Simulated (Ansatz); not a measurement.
`[F][AlH][S][SiH3]` + H₂S → `[SiH3][S][AlH][SH]` + H–F at 298.15 K and 1 bar (ligand exchange at the Al–F bond).

Gas-phase electronic energies from Ansatz, PBE0-D4/def2-TZVP geometries. CCSD(T)/CBS adds triple-zeta CCSD(T) − MP2 to the extrapolated MP2 energy (def2 sets, frozen cores). This one scheme is used for every species. Each species was taken in one conformer, which may not be the lowest.

```
             species  CCSD(T)/CBS energy (Eh)  H − E (kJ/mol)  S (J/(mol·K))
 `[F][AlH][S][SiH3]`              -1031.20495           118.0          357.3
                 H₂S               -398.97279            49.9          205.7
`[SiH3][S][AlH][SH]`              -1329.75661           139.1          374.5
                 H–F               -100.39570            33.5          173.6
```

H − E and S are ideal-gas, rigid-rotor, harmonic terms from PBE0-D4/def2-TZVP, for one conformer and one mirror image of each species. 1 Eh = 2625.50 kJ/mol, R = 8.31446 J/(mol·K).

Q: By hand: ΔE, ΔH, ΔS and ΔG.

A: ΔE = (-1329.75661) + (-100.39570) − (-1031.20495) − (-398.97279) = 0.02543 Eh = 66.8 kJ/mol. Δ(H − E) = 139.1 + 33.5 − 118.0 − 49.9 = 4.7, so ΔH = 71.5 kJ/mol. ΔS = 374.5 + 173.6 − 357.3 − 205.7 = -14.9 J/(mol·K). ΔG = 71.5 − 298.15 × (-14.9)/1000 = 75.9 kJ/mol.

Q: By hand: the equilibrium constant, and the temperature at which ΔG would vanish if ΔH and ΔS stayed fixed.

A: log₁₀ K = −ΔG/(RT ln 10) = -13.3. ΔH and −TΔS have one sign here, so there is no such temperature.

The number of gas molecules stays the same, so ΔS is small and ΔH decides. A doubt of 5 kJ/mol in ΔE shifts log₁₀ K by 0.9 here. Other conformers and mirror images would add mixing entropy, several J/(mol·K) or more a flexible species. Modes under 60 cm⁻¹, often nearly free rotors, make the harmonic entropy too high. These are equilibria of isolated gas molecules and say nothing of rates. Largest T1 diagnostic: 0.012 (customary marks: 0.02 for closed shells, 0.045 for open ones).
